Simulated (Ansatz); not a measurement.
Job for Ansatz (a quantum-chemistry and plane-wave program): R-PBE/def2-TZVPP on CH5BBrN (SMILES CB(N)Br), a point of a torsion scan.

Ansatz 0.2 input:
```yaml
crystal:
  periodic: [false, false, false]
  atoms:
    - {symbol: C, position_ang: [-1.14211718, 0.14746195, -0.32835237]}
    - {symbol: B, position_ang: [0.17227593, -0.12999012, 0.50804444]}
    - {symbol: N, position_ang: [0.16230670, -0.89491127, 1.65927285]}
    - {symbol: Br, position_ang: [1.85175557, 0.57559833, -0.04825153]}
    - {symbol: H, position_ang: [-1.38409710, -0.71080686, -0.95667738]}
    - {symbol: H, position_ang: [-1.04872439, 1.00677999, -0.98926516]}
    - {symbol: H, position_ang: [-2.00735033, 0.31306751, 0.31201764]}
    - {symbol: H, position_ang: [0.98644374, -1.09700972, 2.20294546]}
    - {symbol: H, position_ang: [-0.66859864, -1.31343067, 2.04163524]}
basis:
  gaussian:
    orbitals: def2-TZVPP
hamiltonian:
  xc: {name: PBE}
scf: {lower_state_search: off}
```

The head of its log:

```
WARN ansatz: RAYON_NUM_THREADS=1 ignored (pool sized by the plan → 1); use --threads N
Functional definition: PBE
these checks for a lower state are left out or cut short: stability, starts, cluster_reference, orbital_swaps, neighbouring_geometries, increment
integrals: 0.12 GiB planned
1175 factors; their error is unknown
mean field: 0.90 GiB planned
mean field evaluation 1: about -73302.6130 eV, gradient 9.2e1 eV
mean field evaluation 2: about -73257.1688 eV, gradient 1.5e2 eV
```

Predict the final total energy.

-2694.4643 hartree.
